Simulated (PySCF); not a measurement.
Fine-structure interval along the 13-electron series

Calculated with PySCF 2.14 and a two-component X2C-1e Hamiltonian (Gaussian nucleus, no Breit or QED terms), each ion in its own even-tempered basis scaled to its charge; GMP2 freezes 1s2 and drops the highest virtual spinors. Values in cm⁻¹.

```csv
ion,configuration,GHF (screened spin-orbit),GMP2 (screened spin-orbit),GHF (bare spin-orbit)
Nd⁴⁷⁺,[Ne] 3s2 3p1,1114600,1110500,1155500
Pm⁴⁸⁺,[Ne] 3s2 3p1,1203800,1199500,1247300
Sm⁴⁹⁺,[Ne] 3s2 3p1,1298200,1293800,1344500
```

Between Z = 60 and Z = 62 the GHF (bare spin-orbit) value grows as Z to the power 4.62.
